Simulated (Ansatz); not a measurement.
System: C4H3OSe, charge 0, multiplicity 2. It need not be the lowest isomer of its formula. SMILES: Oc1[c][se]cc1
Structure (B3LYP-D3(BJ)/def2-TZVP (Ansatz, a quantum-chemistry and plane-wave program) minimum search):
```
C
C 1 1.3560
O 1 1.3607 2 127.57
H 3 0.9647 1 109.04 2 0.33
C 1 1.4355 2 112.94 3 -179.29
C 5 1.3563 1 114.89 2 -6.52
H 6 1.0781 5 127.20 1 175.55
H 5 1.0820 6 123.72 7 -4.42
Se 2 1.8620 1 114.00 3 -172.19
```
Charge 0, spin multiplicity 2.

Property: atomisation energy (electronic, to ground-state atoms), in eV. Valence correlation only, unless marked. UHF or UKS for open shells. Spin-orbit coupling is left out. Frozen are the shells of the preceding noble gas and the d and f shells that filled before the atom's block. Non-relativistic. The coupled-cluster limit lacks core correlation, which all-electron functionals hold. CBS marks a two-point X^-3 extrapolation of the correlation energy; Hartree-Fock from the larger set.

```json
[
 {"level": "HF/6-31G*", "program": "Ansatz", "atomisation energy (eV)": "26.71", "minus last row": "-12.87"},
 {"level": "B3LYP/def2-TZVPD", "program": "Ansatz", "atomisation energy (eV)": "39.31", "minus last row": "-0.27"},
 {"level": "PBE0/STO-3G", "program": "Ansatz", "atomisation energy (eV)": "45.08", "minus last row": "5.50"},
 {"level": "PBE0-D4/def2-TZVPD", "program": "Ansatz + dftd4", "atomisation energy (eV)": "40.60", "minus last row": "1.02"},
 {"level": "BHLYP/def2-TZVPD", "program": "Ansatz", "atomisation energy (eV)": "37.48", "minus last row": "-2.10"},
 {"level": "wB97M-V/def2-TZVPD", "program": "Ansatz", "atomisation energy (eV)": "39.71", "minus last row": "0.13"},
 {"level": "wB97X-V/def2-TZVPD", "program": "Ansatz", "atomisation energy (eV)": "39.73", "minus last row": "0.15"},
 {"level": "B2PLYP-D4/def2-TZVPD", "program": "Ansatz + dftd4", "atomisation energy (eV)": "39.46", "minus last row": "-0.12"},
 {"level": "RPA@PBE/cc-pVQZ", "program": "Ansatz", "atomisation energy (eV)": "36.71", "minus last row": "-2.87"},
 {"level": "MP2/CBS(cc-pVTZ,cc-pVQZ)", "program": "Ansatz", "atomisation energy (eV)": "40.41", "minus last row": "0.83"},
 {"level": "SCS-MP2/cc-pVTZ", "program": "Ansatz", "atomisation energy (eV)": "38.22", "minus last row": "-1.36"},
 {"level": "CCSD/6-31G*", "program": "Ansatz", "atomisation energy (eV)": "35.30", "minus last row": "-4.28"},
 {"level": "CCSD(T)/cc-pVDZ", "program": "Ansatz", "atomisation energy (eV)": "36.01", "minus last row": "-3.57"},
 {"level": "CCSD(T)/cc-pVQZ", "program": "Ansatz", "atomisation energy (eV)": "39.08", "minus last row": "-0.50"},
 {"level": "CCSD(T)/CBS(cc-pVTZ,cc-pVQZ)", "program": "Ansatz", "atomisation energy (eV)": "39.58", "minus last row": "0.00"}
]
```

The UHF reference is spin-contaminated (<S^2> 0.44 over the pure value in the largest basis).
